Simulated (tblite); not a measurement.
Compound: C8H5S (doublet state).
SMILES with atom numbers: `[CH:1]#[C:2][c:3]1[cH:4][cH:5][cH:6][cH:7][c:8]1[S:9]` (hydrogens: H10 on C1; H11 on C4; H12 on C5; H13 on C6; H14 on C7)

Structure optimised with GFN2-xTB, isolated species. This method treats the open shell by occupation alone, without spin polarisation.

(1) What internal coordinates does the optimisation give?

Results:

(1) 
| bond | length (Å) |
| --- | --- |
| C1≡C2 | 1.202 |
| C2–C3 | 1.410 |
| C3–C4 | 1.393 |
| C4–C5 | 1.382 |
| C5–C6 | 1.393 |
| C6–C7 | 1.376 |
| C7–C8 | 1.401 |
| C8–S9 | 1.717 |
| C3–C8 | 1.415 |
| C1–H10 | 1.049 |
| C4–H11 | 1.080 |
| C5–H12 | 1.080 |
| C6–H13 | 1.080 |
| C7–H14 | 1.079 |

A selection of angles:
| angle | degrees |
| --- | --- |
| C1–C2–C3 | 179.9 |
| C2–C3–C4 | 120.3 |
| C2–C3–C8 | 120.2 |
| C4–C3–C8 | 119.4 |
| C3–C4–C5 | 120.6 |
| C4–C5–C6 | 120.1 |
| C5–C6–C7 | 120.3 |
| C6–C7–C8 | 120.6 |
| C7–C8–S9 | 120.0 |
| C3–C8–C7 | 119.0 |
| C3–C8–S9 | 120.9 |

C7 (carbon bonded to 2 C and H) is planar (angles 120.9°, 120.6° and 118.5°, sum 360.0°, 0.00 Å off the plane of its three neighbours). C4 (carbon bonded to 2 C and H) is planar (angles 120.6°, 120.6° and 118.8°, sum 360.0°, 0.00 Å off the plane of its three neighbours). The 6-membered ring C3–C4–C5–C6–C7–C8 has internal angles of 119.0° to 120.6° (sum 720°, against 720° for a flat polygon); it is planar, 0.00 Å rms from its mean plane, widest ring torsion 0°. C5 (carbon bonded to 2 C and H) is planar (angles 120.1°, 120.0° and 119.9°, sum 360.0°, 0.00 Å off the plane of its three neighbours). The C–C distances run from 1.202 Å (C1≡C2, drawn triple) to 1.415 Å (C3–C8, aromatic), a spread of 0.213 Å. C6 (carbon bonded to 2 C and H) is planar (angles 120.3°, 119.9° and 119.8°, sum 360.0°, 0.00 Å off the plane of its three neighbours). The 9 heavy atoms lie in one plane (0.001 Å rms).

Point group: Cs (tolerance 0.08 Å). Its GFN2-xTB frequencies are all real (lowest 98 cm⁻¹).

Time: 0.2 s of wall time. Hardware: Arm Neoverse V2, one thread, on a shared host. These figures are those of the optimisation.

All values are computed, not measured.
